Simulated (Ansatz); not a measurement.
Reaction: BNH2 (iminoborane, SMILES B=N) → BNH2+ (parent SMILES B=N, doublet) + e-
Each species at its own B3LYP-D3(BJ)/def2-TZVP minimum (Ansatz, an electronic-structure program).

Property: adiabatic ionisation energy (electronic), in eV. Open shells are spin-unrestricted; no spin-orbit coupling. CBS(X,Y): correlation extrapolated as X^-3, Hartree-Fock from the larger set (Q,5: extrapolated as (X+1)exp(-9√X)). A bracket is a step between two methods taken in the basis named. Functionals run without relativity, which enters their misses. Double hybrids freeze cores in their MP2 part. 'core' is core correlation in cc-pwCVTZ, 'X2C' scalar relativity in cc-pVTZ-DK, both at CCSD(T). The spin of H2BN+ (parent SMILES B=N, doublet) was assumed, and the state is the lowest solution found for it.

CCSD(T)/CBS(cc-pVQZ,cc-pV5Z) + [CCSDT(Q) - CCSD(T)]/cc-pVQZ + [CCSDTQ - CCSDT(Q)]/cc-pVDZ + core + X2C (Ansatz) gives 11.35 eV.

Question: What does PBE/def2-TZVPD (Ansatz) give here, and how do the other levels compare?

Answer: PBE gives 11.27 eV, 0.08 eV below it. Differences of the others: r2SCAN/def2-TZVPD (Ansatz) -0.27; B3LYP/def2-TZVPD (Ansatz) -0.13; wB97M-V/def2-TZVPD (Ansatz) -0.21; B2PLYP/def2-TZVPD (Ansatz) -0.15; CCSD(T)/CBS(cc-pVQZ,cc-pV5Z) + core + X2C (Ansatz) 0.01 eV. Nearer than PBE: CCSD(T)/CBS(cc-pVQZ,cc-pV5Z) + core + X2C.
